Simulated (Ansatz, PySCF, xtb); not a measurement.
Gas-phase reaction in SMILES: Cl[SiH](Cl)C[Si](Cl)(Cl)Cl + C (CH4) + 5 [SiH4] (SiH4) → 2 C[SiH3] [methylsilane] + 5 [SiH3]Cl
Structures are relaxed separately at B3LYP-D3(BJ)/def2-TZVP in Ansatz (a first-principles code), one conformer each, not searched for the lowest.

Property: bond separation energy (0 K, with B3LYP-D3(BJ) harmonic zero-point energies from PySCF), in kJ/mol. Valence correlation only, unless marked. No spin-orbit coupling. Non-relativistic. Basis-set limits of correlation are two-point, X^-3; Hartree-Fock from the larger set. The bracket is a focal-point correction in the basis named.

```tsv
level	program	bond separation energy (kJ/mol)
GFN2-xTB	xtb	-64.2
PBE0/def2-TZVP	Ansatz	62.3
PBE0/def2-TZVPD	Ansatz	59.9
r2SCAN0/def2-TZVPD	Ansatz	69.1
```

Problem. What does RI-MP2/CBS(cc-pV(T+d)Z,cc-pV(Q+d)Z)+[CCSD(T)-MP2]/cc-pV(T+d)Z (Ansatz) give?

Solution. 76.6 kJ/mol, so r2SCAN0/def2-TZVPD differs from it by -7.5 kJ/mol.
